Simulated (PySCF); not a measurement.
SMILES B/C=C\S, singlet at its CAM-B3LYP/def2-SVP optimised geometry (Å):

```
9

B      1.1047     0.5468     0.0001
C      0.1893    -0.6721     0.0000
C     -1.1685    -0.6721     0.0000
S     -2.3038     0.6400     0.0000
H      2.3038     0.4146     0.0019
H      0.6655     1.6745    -0.0015
H      0.6312    -1.6745     0.0002
H     -1.7111    -1.6255     0.0001
H     -1.4078     1.6490    -0.0005
```

Level of theory: CAM-B3LYP/def2-TZVP run with PySCF. Cells within 0.4 Å of a nucleus heavier than hydrogen are left out (blank, or x).

Map of the HOMO−1 amplitude (bohr^(-3/2)), clipped to [-0.25, 0.25] on the plane z = 0.0 Å; orbital energy -10.54 eV, overall sign arbitrary:

```
|4444444444444444444444444|
|4444444444444444444444444|
|4444444444444444444444444|
|4444444444444444444444444|
|4444444444444555444444444|
|4444444444455555544444444|
|4444444444455666554444444|
|4444443334456897654444444|
|4444433334456898654444444|
|4444433334456798543344444|
|44444xx44444567x322234444|
|444444x5544444xx110234444|
|4444556655432221111234444|
|444445555x33xx22223334444|
|44444444xx34xx44333444444|
|4444444333357865444444444|
|4444444333456886544444444|
|4444444334456776544444444|
|4444444444455555544444444|
|4444444444445555444444444|
|4444444444444444444444444|
|4444444444444444444444444|
|4444444444444444444444444|
|4444444444444444444444444|
|4444444444444444444444444|
```
Scale: ten equal steps from -0.213 (start of '0') to 0.250 (end of '9'), in the order '0123456789'; x runs from -4.50 to 4.50, y from -4.50 (bottom) to 4.50 (top).
